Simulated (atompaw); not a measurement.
**An all-electron radial function and its pseudo partner (nitrogen (N))**

Columns: radius, all-electron u(r) and pseudo u(r) of the 2p shell (level -7.04 eV) of nitrogen in the configuration [He] 2s2 2p3; PBEsol, non-relativistic, PAW (atompaw) scheme, atompaw 4.2.0.5.

```csv
r (bohr),all-electron,pseudo
0.104,0.0774,0.0014
0.208,0.2249,0.0055
0.312,0.3763,0.0124
0.415,0.5058,0.0220
0.519,0.6092,0.0346
0.623,0.6855,0.0501
0.727,0.7368,0.0686
0.831,0.7666,0.0900
0.935,0.7789,0.1143
1.038,0.7777,0.1410
1.142,0.7662,0.1704
1.246,0.7472,0.2019
1.350,0.7227,0.2348
1.454,0.6945,0.2685
1.558,0.6640,0.3020
1.662,0.6322,0.3341
1.765,0.6001,0.3631
1.869,0.5678,0.3883
1.973,0.5358,0.4077
2.077,0.5046,0.4200
2.181,0.4744,0.4241
2.285,0.4453,0.4197
2.388,0.4177,0.4074
2.492,0.3912,0.3885
2.596,0.3659,0.3657
2.700,0.3421,0.3421
```

(1) How many radial nodes do the two functions have?

(2) Where does each function peak?

(3) Is the pseudo-wave norm-conserving?

Answers

(1) The all-electron 2p function has n − l − 1 = 0; the pseudo-wave has 0.

(2) Outermost all-electron maximum near 0.94 bohr, pseudo maximum near 2.18 bohr (to the table’s step).

(3) No, it belongs to a PAW set: the norm inside the radius is not constrained, and the difference is carried by the augmentation charge.
